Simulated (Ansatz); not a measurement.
This geometry of AlCl₃FH₃OTi (10 atoms, charge 0, multiplicity 1) is a first-order saddle point.

Method: Ansatz, RKS PBE/def2-SVP.

```xyz
10
Properties=species:S:1:pos:R:3
Ti -0.421 0.165 -0.015
F -0.281 0.706 1.984
Cl 1.392 -1.052 -0.018
Cl -0.194 2.202 -0.769
Cl -1.540 -0.819 -1.876
O -1.914 -0.384 0.915
Al -3.117 -1.330 -0.113
H -3.017 -2.900 0.130
H -4.438 -0.502 -0.433
H -1.245 0.177 1.879
```

(1) Which two structures does it join? (They come from a converged band through this point; their orientation in space is the band's.)

(2) How far does it lie above each of them?

Answers

(1) Bonds broken: O6–H10. Bonds formed: F2–H10.

First end point:

```xyz
10
Properties=species:S:1:pos:R:3
Ti -0.230 0.291 0.195
F 0.143 0.817 1.824
Cl 1.541 -0.907 -0.256
Cl -0.236 2.201 -0.862
Cl -1.507 -0.834 -1.751
O -1.876 -0.454 0.991
Al -3.098 -1.304 -0.180
H -3.147 -2.865 0.140
H -4.382 -0.376 -0.369
H -1.983 -0.306 1.951
```

Last end point:

```xyz
10
Properties=species:S:1:pos:R:3
Ti -0.505 0.093 -0.096
F -0.145 0.722 2.089
Cl 1.349 -1.080 -0.001
Cl -0.421 2.215 -0.657
Cl -1.555 -0.849 -1.997
O -1.878 -0.455 0.850
Al -3.127 -1.331 -0.208
H -3.088 -2.908 0.002
H -4.408 -0.431 -0.490
H -0.997 0.285 2.190
```

(2) 1.00 eV above the first and 0.08 eV above the second. This is the barrier of this one path; another mechanism may lie lower. The orbitals stay closed-shell, which can raise the energy where a bond breaks towards radicals; this wasn't checked here.

Time of the run: 10 min on 4 threads of Arm Neoverse V2, with other jobs on the host, peak memory 0.29 GiB.
